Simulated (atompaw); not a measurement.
**PBEsol PAW (atompaw) dataset for Ca, scalar-relativistic all-electron reference.**

| Property | Result |
| --- | --- |
| Element | Ca (Z = 20) |
| Generator | atompaw 4.2.0.5 |
| Type | PAW |
| Functional | PBEsol |
| Relativity | scalar-relativistic |
| Frozen core | [Ne] |
| Valence charge | 10 |
| Reference configuration | 3s2 3p6 3d0 4s2 4p0 |
| Partial waves | 3s (bound): rc 1.65 bohr; 4s (bound): rc 1.70 bohr; 3p (bound): rc 1.95 bohr; 4p (bound, empty): rc 2.50 bohr; 3d (bound, empty): rc 3.00 bohr; 3d channel at 2.3 Ry: rc 3.00 bohr |
| Local potential | bessel scheme, radius 2.35 bohr |
| Core correction | smooth core density matched at 1.65 bohr |
| Augmentation charge | besselshape compensation charge, radius 2.70 bohr; PAW radius 3.00 bohr; waves and projectors: custom polynom vanderbiltortho |

All-electron outer shells of the reference configuration (PBEsol, scalar-relativistic, ld1.x):

```csv
shell,level (eV),outermost node (bohr),outermost maximum (bohr)
2s,-413.76,0.10,0.30
2p,-334.47,–,0.25
3s,-46.96,0.45,0.99
3p,-27.95,0.42,1.04
4s,-3.76,1.43,3.38
3d,-1.96,–,1.27
4p,-1.39,1.63,4.39
```

Calculated quality:

```
Cutoffs needed                                           : 21 Ry and 35 Ry (the cutoffs (Ry, on a coarse ladder) from which the occupation-weighted sum of valence levels, in a spherical-Bessel basis at the reference potential, stays within 10 and 1 mRy of its value at 400 Ry)
Ghost test                                               : no extra level below or beside the all-electron valence levels (s, p, d, f tested) (spherical-Bessel basis up to 400 Ry, 20 bohr box)
Lowest eigenvalue of the overlap operator                : 0.62 (s channel)
Overlap eigenvalues printed by atompaw (projector basis) : 0.561, 0.657, 1, 22.7, 1.04e+03, 2.7e+03
Share of each valence orbital outside the PAW sphere     : 3s 0 %, 4s 74 %, 3p 1 %, 4p 90 %, 3d 26 %
```

Generation and tests took about 4.9 s on one core of a shared server CPU.
